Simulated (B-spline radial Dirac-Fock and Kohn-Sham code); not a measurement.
Level of theory: independent-particle radiative and Coulomb Auger rates from relativistic LDA hole-state orbitals, with Dirac-Fock energies; a B-spline atomic structure program. Free neutral atoms.

Q: Order these holes by fluorescence yield, smallest first.
A. Zr M4 (3d3/2)
B. Se M5 (3d5/2)
C. Te K (1s)
D. As L3 (2p3/2)
E. Gd L3 (2p3/2)

A: B (2.73e-05), A (0.000296), D (0.0155), E (0.166), C (0.876).

Values without a named source are computed, but for edge energies of neutral atoms, which are taken from tables.
